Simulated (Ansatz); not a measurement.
Computed with Ansatz on PBE0-D4/def2-TZVP structures; ΔE is electronic, products minus reactants. CCSD(T)/CBS adds triple-zeta CCSD(T) − MP2 to the extrapolated MP2 energy (def2 sets, frozen cores). This one scheme is used for every species. Triplets are unrestricted, without spin–orbit coupling. For Br, Ge outer-core shells are correlated without core-valence functions, which leaves a few kJ/mol of doubt a bond. Scalar relativity is left out up to krypton. One conformer a species, not always the lowest.

`C[O][GeH2][Br]` → `[CH2]` (triplet) + `[OH][GeH2][Br]`  (formal loss of a carbene)

`C[O][GeH2][Br]`:

Cartesian coordinates in Å:
```
C 1.074 0.454 0.840
O -0.142 0.797 0.213
Ge -0.939 -0.450 -0.757
Br -2.845 0.546 -1.537
H 0.955 -0.374 1.552
H 1.852 0.179 0.116
H 1.420 1.329 1.393
H -0.052 -0.837 -1.952
H -1.324 -1.644 0.131
```

`[CH2]` (triplet):

Cartesian coordinates in Å:
```
C 0.133 -0.168 -0.174
H 0.057 -0.577 0.822
H -0.190 0.745 -0.649
```

`[OH][GeH2][Br]`:

```xyz
6

O     0.292    1.366   -0.275
Ge    0.081   -0.385   -0.201
Br   -1.860   -0.867    0.957
H     0.345    1.777    0.592
H     1.222   -1.053    0.578
H    -0.080   -0.837   -1.650
```

```tsv
species	MP2/def2-SVP energy (Eh)
`C[O][GeH2][Br]`	-4763.59257
`[CH2]` (triplet)	-38.98668
`[OH][GeH2][Br]`	-4724.46674
```

(1) Work out ΔE.

(2) What do rigid-rotor, harmonic-oscillator terms from PBE0-D4/def2-TZVP frequencies (298.15 K, 1 bar) make of the CCSD(T)/CBS value? (Estimate.)

Largest T1 diagnostic among the species: 0.011.

Results:

(1) ΔE = (-38.98668) + (-4724.46674) − (-4763.59257) = 0.13915 Eh = +87.3 kcal/mol. CCSD(T)/CBS gives +88.9 kcal/mol.

(2) Ansatz gave: ΔZPE = -6.6 kcal/mol, ΔH = +83.5 kcal/mol, ΔS = 146 J/(mol·K), ΔG = +73.1 kcal/mol. Open shells count their whole term as degenerate. Modes under 50 cm⁻¹ make the entropy rough.

The D4 term adds +2.2 kcal/mol with B3LYP and +1.2 kcal/mol with PBE0; it sums over pairs of atoms, weighted by their polarisabilities, and B3LYP, whose exchange is more repulsive, gets the larger term. Leaving LDA and LC-ωPBE aside and taking each functional with its dispersion term where it has one, the values, not all of them listed here, spread over 9.9 kcal/mol, from r2SCAN0-D4 to ωB97X-V. LDA lies +16.7 kcal/mol from PBE without D4.

B3LYP here is the variant with VWN-RPA as its local correlation; programs differ in this.
